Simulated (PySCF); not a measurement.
Compound: H7NOSi2.
SMILES: `O[SiH2]N[SiH3]`

Jobs on this species (11 atoms, 50 electrons) with PySCF (density fitting). Hardware of each: one thread of an Arm Neoverse V1, on a shared host. Times come from a shared host and carry two figures at best. Peak memory is the resident size of the whole Python process, interpreter and libraries included.

Task: Rank these jobs by wall time, shortest first.
A. delta-SCF UKS PBE, pcX-2 on the ionised atom, pcseg-1 elsewhere, spin-free X2C; ΔSCF core ionisation, 6 holes; 141 basis functions
B. delta-SCF UKS SCAN, pcX-2 on the ionised atom, pcseg-1 elsewhere, non-relativistic; ΔSCF core ionisation, 6 holes; 141 basis functions
C. PBE0-D3(BJ)/def2-SVP, grid level 1; geometry optimisation from a GFN2-xTB start shaken at random; 99 basis functions

Result: A (16 s), B (26 s), C (63 s).

All jobs:

| level and settings | work | basis functions | SCF cycles | wall time | peak memory |
| --- | --- | --- | --- | --- | --- |
| delta-SCF UKS PBE, pcX-2 on the ionised atom, pcseg-1 elsewhere, spin-free X2C | ΔSCF core ionisation, 6 holes | 141 | 86 | 16 s | 0.50 GiB |
| delta-SCF UKS HF, pcX-2 on the ionised atom, pcseg-1 elsewhere, spin-free X2C | ΔSCF core ionisation, 6 holes | 141 | 73 | 17 s | 0.50 GiB |
| delta-SCF UKS SCAN, pcX-1 on the ionised atom, pcseg-1 elsewhere, spin-free X2C | ΔSCF core ionisation, 6 holes | 121 | 82 | 21 s | 0.50 GiB |
| delta-SCF UKS SCAN, def2-TZVP on the ionised atom, pcseg-1 elsewhere, spin-free X2C | ΔSCF core ionisation, 6 holes | 118 | 80 | 23 s | 0.50 GiB |
| delta-SCF UKS SCAN, pcX-2 on the ionised atom, pcseg-1 elsewhere, non-relativistic | ΔSCF core ionisation, 6 holes | 141 | 83 | 26 s | 0.50 GiB |
| delta-SCF UKS SCAN, pcX-2 on the ionised atom, pcseg-1 elsewhere, spin-free X2C | ΔSCF core ionisation, 6 holes | 141 | 84 | 26 s | 0.44 GiB |
| delta-SCF UKS PBE0, pcX-2 on the ionised atom, pcseg-1 elsewhere, spin-free X2C | ΔSCF core ionisation, 6 holes | 141 | 75 | 29 s | 0.50 GiB |
| delta-SCF UKS B3LYP, pcX-2 on the ionised atom, pcseg-1 elsewhere, spin-free X2C | ΔSCF core ionisation, 6 holes | 141 | 76 | 31 s | 0.52 GiB |
| PBE0-D3(BJ)/def2-SVP, grid level 1 | geometry optimisation from a GFN2-xTB start shaken at random | 99 | 121 | 63 s | 0.40 GiB |

Task: What do all jobs in the table cost together?

Result: About 4.2 min; the longest takes about 25 % of that, and about 3.9 times as long as the shortest.
